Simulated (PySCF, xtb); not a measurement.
Br2H2O2Si, SMILES [Si](Br)(O)(O)Br.

GFN2-xTB (xtb 6.7.1) at its own geometry gives an orbital gap of 6.81 eV and a dipole moment of 6.16 D.

Geometry optimised at B3LYP-D3(BJ)/def2-SVP. Other conformers were not sampled.

Task: What does PBE/def2-TZVP (PySCF) give? (An estimate is asked for; the answer gives what the named calculation found.)

Result: gap 5.92 eV (levels -7.27 and -1.35 eV), dipole 1.73 D.
